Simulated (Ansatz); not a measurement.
Ansatz (a first-principles code) job for MoF3H3, SMILES [F][MoH3]([F])[F], multiplicity 1, PBE/def2-SVPD. Geometry optimised at B3LYP-D3(BJ)/def2-SVP. The spin state was assumed, not searched. The structure was generated by enumeration; whether it is a known compound was not checked. The def2 effective core potentials stand for the cores of Mo; spin–orbit coupling is left out.

Ansatz 0.2 input:
```yaml
crystal:
  periodic: [false, false, false]
  atoms:
    - {symbol: Mo, position_ang: [-0.00000000, -0.00000000, 0.08550714]}
    - {symbol: F, position_ang: [-1.57709507, -0.91053626, -0.29424669]}
    - {symbol: F, position_ang: [0.00000000, 1.82107253, -0.29424669]}
    - {symbol: F, position_ang: [1.57709507, -0.91053626, -0.29424669]}
    - {symbol: H, position_ang: [0.00000001, -0.92022182, 1.45112024]}
    - {symbol: H, position_ang: [-0.79693547, 0.46011092, 1.45112024]}
    - {symbol: H, position_ang: [0.79693549, 0.46011091, 1.45112024]}
basis:
  gaussian:
    orbitals: def2-SVPD
hamiltonian:
  xc: {name: PBE}
```

Program output:

```
WARN ansatz: RAYON_NUM_THREADS=1 ignored (pool sized by the plan → 1); use --threads N
Functional definition: PBE
integrals: 0.05 GiB planned
1053 factors; their error is unknown
mean field: 0.39 GiB planned
mean field evaluation 1: about -10038.6859 eV, gradient 5.9e1 eV
mean field evaluation 2: about -9962.2893 eV, gradient 2.2e2 eV
mean field evaluation 4: about -10043.8530 eV, gradient 1.7e1 eV
mean field evaluation 8: about -10044.5325 eV, gradient 2.1e-1 eV
mean field evaluation 16: about -10044.4969 eV, gradient 1.9e-4 eV
mean field -10044.49688608 eV, -369.1284521590 hartree, gradient 1.1e-5 eV, S^2 0.000000; 0 other end points of the search recorded, 0 dependent functions left out
reference -10044.49693927 eV, -369.1284541136 hartree; 22, 22 occupied and 105, 105 virtual orbitals, 1053 factors
Total energy: -10044.49693927 eV, -369.1284541136 hartree
```

Self-consistency was reached.

Cost: very roughly 2.1 core-seconds.
